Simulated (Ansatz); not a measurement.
Basis-set extrapolation for C₄H₇BO (PBE0-D4/def2-TZVP geometry, frozen core, the Gaussian-basis code of Ansatz). Multiplicity 1, RHF reference.

|  | def2-TZVPP | def2-QZVPP |
| --- | --- | --- |
| HF | -255.149058 | -255.160501 |
| MP2 correlation | -1.003603 | -1.070161 |
| CCSD(T) correlation | -1.082825 | not run |

Energies in hartree. Use E(X) = E(∞) + A·exp(−7.88·√X) for Hartree–Fock and E(X) = E(∞) + B·X^(−2.97) for correlation, with X = 3 and 4, and add CCSD(T) minus MP2 of the smaller set to the MP2 limit.

**Question.** What is the CCSD(T) energy at the basis-set limit?

**Answer.** HF limit: -255.160501 + (-0.011443) × 0.13774 = -255.16208. MP2 limit: -1.070161 + (-0.066558) × 0.74074 = -1.11946. Higher-order term: -1.082825 − (-1.003603) = -0.07922. Total: -256.36076 hartree, 80.9 kcal/mol below CCSD(T)/def2-TZVPP.
